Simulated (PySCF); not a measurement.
CH3BF (calculated)

Calculation on a computer-drawn molecule: vertical ionisation energy to the stated ion spin, frozen-core CCSD(T) at the basis limit and cheaper methods, single-reference cases, UHF for radicals, no spin-orbit; all values are single points at the evaluated structure, the first of each entry, which is the reference or a displaced copy of it and isn't optimised; the reference structure only sets the zero of the energies above reference; triples share is (T) over the correlation energy. Program: PySCF 2.14.0.

Common to all runs: charge 0; multiplicity 2; ion multiplicity 1; diffuse functions no; basis cc-pVnZ; reference is the Hartree-Fock double-zeta minimum; best is HF at quadruple zeta + MP2 correlation extrapolated from triple and quadruple zeta + CCSD(T) minus MP2 at triple zeta; basis step is the size of the change from the same recipe one zeta lower.

(1) CH3BF

Evaluated structure:
```xyz
6
CH3BF
C      0.7966    -1.2497     0.5985
B     -0.6144    -1.5482     1.1584
F     -1.5865    -0.7083     0.8008
H      1.1822    -0.5121    -0.1888
H      1.6963    -2.0886     0.8245
H     -0.9000    -2.2912     1.8751
```

Reference structure:
```xyz
6
CH3BF
C      0.8273    -1.3025     0.5967
B     -0.5954    -1.5164     1.1390
F     -1.5674    -0.6739     0.7789
H      1.0743    -0.4841    -0.0728
H      1.6512    -1.9579     0.8567
H     -0.8932    -2.4103     1.8803
```

- ionisation energy best: 10.38 eV
- ionisation energy basis step: 0.04141 eV
- energy above reference best: 16.73 kcal/mol
- energy above reference basis step: 0.02537 kcal/mol
- total energy HF triple zeta: -163.7908 hartree
- total energy CCSD(T) triple zeta: -164.3267 hartree
- total energy best: -164.4073 hartree
- T1 diagnostic at triple zeta: 0.01409
- D1 diagnostic at triple zeta: 0.04717
- spin squared at triple zeta: 0.7621
- ion T1 diagnostic at triple zeta: 0.01832
- ion D1 diagnostic at triple zeta: 0.06715
- triples share at triple zeta: 0.03082
- basis functions triple zeta: 132
- dipole magnitude HF at triple zeta: 1.594 debye
- dipole magnitude CCSD unrelaxed at triple zeta: 1.47 debye
- dipole magnitude PBE at triple zeta: 1.417 debye
- dipole magnitude r2SCAN at triple zeta: 1.435 debye
- dipole magnitude B3LYP at triple zeta: 1.498 debye
- dipole magnitude wB97X at triple zeta: 1.518 debye

Drawn bonds:
| atom | other atom | order |
| --- | --- | --- |
| 1 | 2 | 1 |
| 2 | 3 | 1 |
| 1 | 4 | 1 |
| 1 | 5 | 1 |
| 2 | 6 | 1 |

Triple zeta:
| method | ionisation energy (eV) | energy above reference (kcal/mol) |
| --- | --- | --- |
| HF | 9.676 | 18.66 |
| PBE | 10.47 | 15.67 |
| r2SCAN | 10.64 | 16.58 |
| B3LYP | 10.46 | 16.49 |
| wB97X | 10.35 | 17.19 |
| MP2 | 10.32 | 17.55 |
| CCSD | 10.26 | 16.96 |
| CCSD(T) | 10.29 | 16.67 |

(2) CH3BF

Evaluated structure:
```xyz
6
CH3BF
C      0.8774    -1.3816     0.6176
B     -0.5552    -1.5210     1.2069
F     -1.5995    -0.7450     0.8454
H      1.0410    -0.5134    -0.0763
H      1.6624    -2.0341     0.7523
H     -0.9047    -2.3904     1.8373
```

Reference structure:
```xyz
6
CH3BF
C      0.8273    -1.3025     0.5967
B     -0.5954    -1.5164     1.1390
F     -1.5674    -0.6739     0.7789
H      1.0743    -0.4841    -0.0728
H      1.6512    -1.9579     0.8567
H     -0.8932    -2.4103     1.8803
```

- ionisation energy best: 10.53 eV
- ionisation energy basis step: 0.04105 eV
- energy above reference best: 5.829 kcal/mol
- energy above reference basis step: 0.1788 kcal/mol
- total energy HF triple zeta: -163.8108 hartree
- total energy CCSD(T) triple zeta: -164.3440 hartree
- total energy best: -164.4247 hartree
- T1 diagnostic at triple zeta: 0.01338
- D1 diagnostic at triple zeta: 0.04675
- spin squared at triple zeta: 0.7586
- ion T1 diagnostic at triple zeta: 0.01845
- ion D1 diagnostic at triple zeta: 0.06781
- triples share at triple zeta: 0.03019
- basis functions triple zeta: 132
- dipole magnitude HF at triple zeta: 1.863 debye
- dipole magnitude CCSD unrelaxed at triple zeta: 1.701 debye
- dipole magnitude PBE at triple zeta: 1.665 debye
- dipole magnitude r2SCAN at triple zeta: 1.692 debye
- dipole magnitude B3LYP at triple zeta: 1.752 debye
- dipole magnitude wB97X at triple zeta: 1.755 debye

Drawn bonds:
| atom | other atom | order |
| --- | --- | --- |
| 1 | 2 | 1 |
| 2 | 3 | 1 |
| 1 | 4 | 1 |
| 1 | 5 | 1 |
| 2 | 6 | 1 |

Triple zeta:
| method | ionisation energy (eV) | energy above reference (kcal/mol) |
| --- | --- | --- |
| HF | 9.803 | 6.061 |
| PBE | 10.62 | 6.019 |
| r2SCAN | 10.8 | 5.945 |
| B3LYP | 10.61 | 5.726 |
| wB97X | 10.51 | 5.942 |
| MP2 | 10.48 | 5.721 |
| CCSD | 10.42 | 5.858 |
| CCSD(T) | 10.44 | 5.835 |

(3) CH3BF

Evaluated structure:
```xyz
6
CH3BF
C      0.8774    -1.3816     0.6176
B     -0.5552    -1.5210     1.2069
F     -1.5995    -0.7450     0.8454
H      1.0410    -0.5134    -0.0763
H      1.5801    -1.9657     0.7382
H     -0.9047    -2.3904     1.8373
```

Reference structure:
```xyz
6
CH3BF
C      0.8273    -1.3025     0.5967
B     -0.5954    -1.5164     1.1390
F     -1.5674    -0.6739     0.7789
H      1.0743    -0.4841    -0.0728
H      1.6512    -1.9579     0.8567
H     -0.8932    -2.4103     1.8803
```

* ionisation energy best: 10.58 eV
* ionisation energy basis step: 0.04018 eV
* energy above reference best: 18.79 kcal/mol
* energy above reference basis step: 0.1435 kcal/mol
* total energy HF triple zeta: -163.7908 hartree
* total energy CCSD(T) triple zeta: -164.3229 hartree
* total energy best: -164.4040 hartree
* T1 diagnostic at triple zeta: 0.01329
* D1 diagnostic at triple zeta: 0.04676
* spin squared at triple zeta: 0.7579
* ion T1 diagnostic at triple zeta: 0.0185
* ion D1 diagnostic at triple zeta: 0.06815
* triples share at triple zeta: 0.02988
* basis functions triple zeta: 132
* dipole magnitude HF at triple zeta: 1.872 debye
* dipole magnitude CCSD unrelaxed at triple zeta: 1.7 debye
* dipole magnitude PBE at triple zeta: 1.665 debye
* dipole magnitude r2SCAN at triple zeta: 1.694 debye
* dipole magnitude B3LYP at triple zeta: 1.752 debye
* dipole magnitude wB97X at triple zeta: 1.755 debye

Drawn bonds:
| atom | other atom | order |
| --- | --- | --- |
| 1 | 2 | 1 |
| 2 | 3 | 1 |
| 1 | 4 | 1 |
| 1 | 5 | 1 |
| 2 | 6 | 1 |

Triple zeta:
| method | ionisation energy (eV) | energy above reference (kcal/mol) |
| --- | --- | --- |
| HF | 9.845 | 18.63 |
| PBE | 10.67 | 19.81 |
| r2SCAN | 10.84 | 19.1 |
| B3LYP | 10.66 | 18.65 |
| wB97X | 10.56 | 19.13 |
| MP2 | 10.52 | 18.67 |
| CCSD | 10.46 | 18.94 |
| CCSD(T) | 10.49 | 19.04 |

(4) CH3BF

Structure as in entry 2.

* ionisation energy best: 10.53 eV
* ionisation energy basis step: 0.04105 eV
* energy above reference best: 5.829 kcal/mol
* energy above reference basis step: 0.1788 kcal/mol
* total energy HF triple zeta: -163.8108 hartree
* total energy CCSD(T) triple zeta: -164.3440 hartree
* total energy best: -164.4247 hartree
* T1 diagnostic at triple zeta: 0.01338
* D1 diagnostic at triple zeta: 0.04675
* spin squared at triple zeta: 0.7586
* ion T1 diagnostic at triple zeta: 0.01845
* ion D1 diagnostic at triple zeta: 0.06781
* triples share at triple zeta: 0.03019
* basis functions triple zeta: 132
* dipole magnitude HF at triple zeta: 1.863 debye
* dipole magnitude CCSD unrelaxed at triple zeta: 1.701 debye
* dipole magnitude PBE at triple zeta: 1.665 debye
* dipole magnitude r2SCAN at triple zeta: 1.692 debye
* dipole magnitude B3LYP at triple zeta: 1.752 debye
* dipole magnitude wB97X at triple zeta: 1.755 debye

Drawn bonds:
| atom | other atom | order |
| --- | --- | --- |
| 1 | 2 | 1 |
| 2 | 3 | 1 |
| 1 | 4 | 1 |
| 1 | 5 | 1 |
| 2 | 6 | 1 |

Triple zeta:
| method | ionisation energy (eV) | energy above reference (kcal/mol) |
| --- | --- | --- |
| HF | 9.803 | 6.061 |
| PBE | 10.62 | 6.019 |
| r2SCAN | 10.8 | 5.945 |
| B3LYP | 10.61 | 5.726 |
| wB97X | 10.51 | 5.942 |
| MP2 | 10.48 | 5.721 |
| CCSD | 10.42 | 5.858 |
| CCSD(T) | 10.44 | 5.835 |

(5) CH3BF

Evaluated structure:
```xyz
6
CH3BF
C      0.8774    -1.3816     0.6176
B     -0.5552    -1.5210     1.2069
F     -1.5995    -0.7450     0.8454
H      1.0410    -0.5134    -0.0763
H      1.7325    -2.0924     0.7643
H     -0.9047    -2.3904     1.8373
```

Reference structure:
```xyz
6
CH3BF
C      0.8273    -1.3025     0.5967
B     -0.5954    -1.5164     1.1390
F     -1.5674    -0.6739     0.7789
H      1.0743    -0.4841    -0.0728
H      1.6512    -1.9579     0.8567
H     -0.8932    -2.4103     1.8803
```

- ionisation energy best: 10.5 eV
- ionisation energy basis step: 0.04148 eV
- energy above reference best: 5.407 kcal/mol
- energy above reference basis step: 0.1792 kcal/mol
- total energy HF triple zeta: -163.8106 hartree
- total energy CCSD(T) triple zeta: -164.3449 hartree
- total energy best: -164.4253 hartree
- T1 diagnostic at triple zeta: 0.01354
- D1 diagnostic at triple zeta: 0.04674
- spin squared at triple zeta: 0.7595
- ion T1 diagnostic at triple zeta: 0.01843
- ion D1 diagnostic at triple zeta: 0.06754
- triples share at triple zeta: 0.03048
- basis functions triple zeta: 132
- dipole magnitude HF at triple zeta: 1.843 debye
- dipole magnitude CCSD unrelaxed at triple zeta: 1.693 debye
- dipole magnitude PBE at triple zeta: 1.656 debye
- dipole magnitude r2SCAN at triple zeta: 1.68 debye
- dipole magnitude B3LYP at triple zeta: 1.74 debye
- dipole magnitude wB97X at triple zeta: 1.744 debye

Drawn bonds:
| atom | other atom | order |
| --- | --- | --- |
| 1 | 2 | 1 |
| 2 | 3 | 1 |
| 1 | 4 | 1 |
| 1 | 5 | 1 |
| 2 | 6 | 1 |

Triple zeta:
| method | ionisation energy (eV) | energy above reference (kcal/mol) |
| --- | --- | --- |
| HF | 9.775 | 6.231 |
| PBE | 10.58 | 4.892 |
| r2SCAN | 10.76 | 5.379 |
| B3LYP | 10.57 | 5.259 |
| wB97X | 10.47 | 5.448 |
| MP2 | 10.44 | 5.482 |
| CCSD | 10.38 | 5.43 |
| CCSD(T) | 10.41 | 5.287 |

(6) CH3BF

Evaluated structure:
```xyz
6
CH3BF
C      0.8774    -1.3816     0.6176
B     -0.5552    -1.5210     1.2069
F     -1.5995    -0.7450     0.8454
H      1.0410    -0.5134    -0.0763
H      1.8789    -2.2141     0.7895
H     -0.9047    -2.3904     1.8373
```

Reference structure:
```xyz
6
CH3BF
C      0.8273    -1.3025     0.5967
B     -0.5954    -1.5164     1.1390
F     -1.5674    -0.6739     0.7789
H      1.0743    -0.4841    -0.0728
H      1.6512    -1.9579     0.8567
H     -0.8932    -2.4103     1.8803
```

* ionisation energy best: 10.45 eV
* ionisation energy basis step: 0.04117 eV
* energy above reference best: 19.72 kcal/mol
* energy above reference basis step: 0.1819 kcal/mol
* total energy HF triple zeta: -163.7848 hartree
* total energy CCSD(T) triple zeta: -164.3223 hartree
* total energy best: -164.4025 hartree
* T1 diagnostic at triple zeta: 0.01446
* D1 diagnostic at triple zeta: 0.04671
* spin squared at triple zeta: 0.7645
* ion T1 diagnostic at triple zeta: 0.01843
* ion D1 diagnostic at triple zeta: 0.067
* triples share at triple zeta: 0.03121
* basis functions triple zeta: 132
* dipole magnitude HF at triple zeta: 1.761 debye
* dipole magnitude CCSD unrelaxed at triple zeta: 1.648 debye
* dipole magnitude PBE at triple zeta: 1.606 debye
* dipole magnitude r2SCAN at triple zeta: 1.624 debye
* dipole magnitude B3LYP at triple zeta: 1.684 debye
* dipole magnitude wB97X at triple zeta: 1.695 debye

Drawn bonds:
| atom | other atom | order |
| --- | --- | --- |
| 1 | 2 | 1 |
| 2 | 3 | 1 |
| 1 | 4 | 1 |
| 1 | 5 | 1 |
| 2 | 6 | 1 |

Triple zeta:
| method | ionisation energy (eV) | energy above reference (kcal/mol) |
| --- | --- | --- |
| HF | 9.734 | 22.39 |
| PBE | 10.52 | 17.84 |
| r2SCAN | 10.7 | 19.49 |
| B3LYP | 10.52 | 19.41 |
| wB97X | 10.41 | 20.02 |
| MP2 | 10.38 | 20.65 |
| CCSD | 10.33 | 19.88 |
| CCSD(T) | 10.36 | 19.43 |

(7) CH3BF

Evaluated structure:
```xyz
6
CH3BF
C      0.8774    -1.3816     0.6176
B     -0.5552    -1.5210     1.2069
F     -1.5995    -0.7450     0.8454
H      1.0410    -0.5134    -0.0763
H      2.0123    -2.3250     0.8123
H     -0.9047    -2.3904     1.8373
```

Reference structure:
```xyz
6
CH3BF
C      0.8273    -1.3025     0.5967
B     -0.5954    -1.5164     1.1390
F     -1.5674    -0.6739     0.7789
H      1.0743    -0.4841    -0.0728
H      1.6512    -1.9579     0.8567
H     -0.8932    -2.4103     1.8803
```

* ionisation energy best: 10.41 eV
* ionisation energy basis step: 0.04134 eV
* energy above reference best: 39.38 kcal/mol
* energy above reference basis step: 0.1662 kcal/mol
* total energy HF triple zeta: -163.7501 hartree
* total energy CCSD(T) triple zeta: -164.2912 hartree
* total energy best: -164.3712 hartree
* T1 diagnostic at triple zeta: 0.01883
* D1 diagnostic at triple zeta: 0.06558
* spin squared at triple zeta: 0.7906
* ion T1 diagnostic at triple zeta: 0.01854
* ion D1 diagnostic at triple zeta: 0.06653
* triples share at triple zeta: 0.03207
* basis functions triple zeta: 132
* dipole magnitude HF at triple zeta: 1.633 debye
* dipole magnitude CCSD unrelaxed at triple zeta: 1.576 debye
* dipole magnitude PBE at triple zeta: 1.53 debye
* dipole magnitude r2SCAN at triple zeta: 1.54 debye
* dipole magnitude B3LYP at triple zeta: 1.598 debye
* dipole magnitude wB97X at triple zeta: 1.615 debye

Drawn bonds:
| atom | other atom | order |
| --- | --- | --- |
| 1 | 2 | 1 |
| 2 | 3 | 1 |
| 1 | 4 | 1 |
| 1 | 5 | 1 |
| 2 | 6 | 1 |

Triple zeta:
| method | ionisation energy (eV) | energy above reference (kcal/mol) |
| --- | --- | --- |
| HF | 9.724 | 44.2 |
| PBE | 10.48 | 36.56 |
| r2SCAN | 10.66 | 39.21 |
| B3LYP | 10.47 | 39.09 |
| wB97X | 10.37 | 40.56 |
| MP2 | 10.3 | 42.15 |
| CCSD | 10.29 | 39.79 |
| CCSD(T) | 10.33 | 38.98 |

(8) CH3BF

Evaluated structure:
```xyz
6
CH3BF
C      0.8989    -1.3424     0.5622
B     -0.6319    -1.5051     1.1090
F     -1.6048    -0.7135     0.8064
H      0.9835    -0.4064    -0.0918
H      1.6986    -1.9658     0.8692
H     -0.9302    -2.4486     1.9299
```

Reference structure:
```xyz
6
CH3BF
C      0.8273    -1.3025     0.5967
B     -0.5954    -1.5164     1.1390
F     -1.5674    -0.6739     0.7789
H      1.0743    -0.4841    -0.0728
H      1.6512    -1.9579     0.8567
H     -0.8932    -2.4103     1.8803
```

Drawn bonds:
| atom | other atom | order |
| --- | --- | --- |
| 1 | 2 | 1 |
| 2 | 3 | 1 |
| 1 | 4 | 1 |
| 1 | 5 | 1 |
| 2 | 6 | 1 |

## Withheld values
1. What dipole magnitude PBE at triple zeta does the calculation give for CH3BF (entry 8)?
2. Give the missing dipole magnitude wB97X at triple zeta for CH3BF (entry 8).

## Answers
1. 1.251 debye
2. 1.264 debye

Further results for CH3BF (entry 8):

* ionisation energy best: 10.24 eV
* ionisation energy basis step: 0.03604 eV
* energy above reference best: 9.909 kcal/mol
* energy above reference basis step: 0.07446 kcal/mol
* total energy HF triple zeta: -163.8045 hartree
* total energy CCSD(T) triple zeta: -164.3380 hartree
* total energy best: -164.4182 hartree
* T1 diagnostic at triple zeta: 0.01316
* D1 diagnostic at triple zeta: 0.04428
* spin squared at triple zeta: 0.76
* ion T1 diagnostic at triple zeta: 0.01557
* ion D1 diagnostic at triple zeta: 0.05455
* triples share at triple zeta: 0.03056
* basis functions triple zeta: 132
* dipole magnitude HF at triple zeta: 1.305 debye
* dipole magnitude CCSD unrelaxed at triple zeta: 1.213 debye
* dipole magnitude r2SCAN at triple zeta: 1.246 debye
* dipole magnitude B3LYP at triple zeta: 1.284 debye

Triple zeta:
| method | ionisation energy (eV) | energy above reference (kcal/mol) |
| --- | --- | --- |
| HF | 9.488 | 10.06 |
| PBE | 10.36 | 9.196 |
| r2SCAN | 10.53 | 9.735 |
| B3LYP | 10.33 | 10.1 |
| wB97X | 10.21 | 10.05 |
| MP2 | 10.18 | 10.24 |
| CCSD | 10.12 | 9.742 |
| CCSD(T) | 10.16 | 9.589 |
